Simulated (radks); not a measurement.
Task: These are the eigenvalues of the occupied orbitals of an atom or ion with whole-number occupations (hartree). Method: non-relativistic Kohn-Sham, LDA (Slater exchange, Perdew-Wang correlation), spin-polarised, spherical densities, point nucleus; computed with a radial shooting solver on a logarithmic mesh with Libxc functionals.

orbital  eigenvalue
1s up     -90.86606
1s down   -90.85338
2s up     -10.62720
2s down   -10.61096
2p up      -8.69351
2p down    -8.67738
3s up      -3.00338

Which element is it, and in what charge state? The configuration may be excited. Open shells, if any, are filled with parallel spins first.

Result: Z = 16, sulfur, charge +5: S5+ in [Ne] 3s1. The list shows which subshells hold electrons but not how many an open one holds; the 1s level, -90.866 hartree, gives Z - s = 13.5 by -(Z - s)^2/2, which with screening narrows Z to a few neighbours, and the depths of the outer levels then fix element, charge and occupations together.
